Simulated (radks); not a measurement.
Results of a calculation; reference values are marked as such.
Problem. These are the eigenvalues of the occupied orbitals of an atom or ion with whole-number occupations (eV). Level of theory: scalar-relativistic Kohn-Sham, r2SCAN, spin-polarised, spherical densities, finite nucleus; meta-GGA in the generalised Kohn-Sham scheme; Fermi nuclear charge, rms radius of each element as measured or else 0.836 A^(1/3) + 0.57 fm (a radial shooting solver on a logarithmic mesh with Libxc functionals).

| orbital | eigenvalue |
|---|---|
| 1s up | -73961.21 |
| 1s down | -73961.20 |
| 2s up | -12924.85 |
| 2s down | -12924.55 |
| 2p up | -11255.36 |
| 2p down | -11255.12 |
| 3s up | -3035.418 |
| 3s down | -3034.465 |
| 3p up | -2542.974 |
| 3p down | -2541.990 |
| 3d up | -1991.340 |
| 3d down | -1990.466 |
| 4s up | -662.6670 |
| 4s down | -660.8386 |
| 4p up | -499.9486 |
| 4p down | -498.1938 |
| 4d up | -296.9195 |
| 4d down | -295.1402 |
| 5s up | -106.6994 |
| 5s down | -104.4376 |
| 4f up | -71.6193 |
| 4f down | -69.7167 |
| 5p up | -64.5053 |
| 5p down | -61.9383 |
| 5d up | -16.7608 |
| 6s up | -14.4708 |
| 5d down | -13.6897 |

Which element is it, and in what charge state? The configuration may be excited. Open shells, if any, are filled with parallel spins first.

Solution. Z = 76, osmium, charge +1: Os+ in [Xe] 4f13 5d7 6s1. The list shows which subshells hold electrons but not how many an open one holds; the 1s level, -2718 hartree, gives Z - s = 73.7 by -(Z - s)^2/2, which with screening and relativity narrows Z to a few neighbours, and the depths of the outer levels then fix element, charge and occupations together.
